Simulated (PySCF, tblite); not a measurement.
**Complex of silanol and methanol**

A gas-phase complex of silanol and methanol; neutral, singlet. The structure comes from a short search (6 tight-binding starts) and was relaxed by PBE0-D3(BJ)/def2-SVPD; another way of binding may lie lower. No frequency run checks that it is a minimum.

Parts: 1 = silanol (O[SiH3]), atoms 1–6; 2 = methanol (CO), atoms 7–12.

```csv
atom,part,x (Å),y (Å),z (Å)
O1,1,-0.352,-1.462,-0.128
Si2,1,-0.084,0.148,0.204
H3,1,0.369,-2.085,0.081
H4,1,0.184,0.371,1.662
H5,1,-1.318,0.883,-0.190
H6,1,1.088,0.689,-0.553
C7,2,2.207,-2.788,1.890
O8,2,1.650,-3.206,0.660
H9,2,2.708,-1.829,1.708
H10,2,1.433,-2.637,2.660
H11,2,2.955,-3.505,2.260
H12,2,1.277,-4.086,0.751
```

| contact | kind (by geometry) | distance (Å) | angle (°) |
| --- | --- | --- | --- |
| H3···O8 | hydrogen bond | 1.798 | 174 |

Interaction energies are complex less parts, with the parts frozen as they stand in it; counterpoise-corrected, in kcal/mol (PySCF).

Q: Give the interaction energy at each level run.

A: 
```tsv
level	interaction	superposition error removed
wB97M-D3(BJ)/def2-TZVPD	-6.87	-0.12
PBE0-D3(BJ)/def2-TZVPD	-7.34	-0.11
RI-MP2/def2-TZVPD	-6.33	-0.83
```

Q: What holds them together? Decompose the wB97M-D3(BJ)/def2-TZVPD energy: frozen parts, their antisymmetrised product, then relaxation.

A: electrostatic -11.9, Pauli repulsion +11.9, orbital relaxation -5.5, dispersion correction -1.5 kcal/mol, which sum to the value before the counterpoise correction; the Pauli term holds the exchange-correlation of the frozen density too. Of the attraction, 63 % is electrostatic, 29 % is orbital relaxation, 8 % is dispersion correction.

The parts were also relaxed and run alone, at the levels used for the complex: shieldings by PBE0/pcSseg-2; core levels by delta-SCF with SCAN, pcX-2 on the ionised atom and pcseg-1 elsewhere, spin-free X2C (2p3/2 is the spin-free 2p value less a third of a first-order spin-orbit splitting).

Q: What does binding change?

A: 
```csv
property,alone,in the complex,change
O1–H3 bond (Å),0.959,0.975,+0.016
shielding of H3 (ppm),31.08,26.53,-4.55
shielding of O8 (ppm),328.4,320.0,-8.3
shielding of O1 (ppm),323.4,319.1,-4.4
O1 1s core level (eV),538.74,537.63,-1.11
Si2 2p3/2 core level (eV),107.71,107.15,-0.56
O8 1s core level (eV),539.01,539.74,+0.74
```
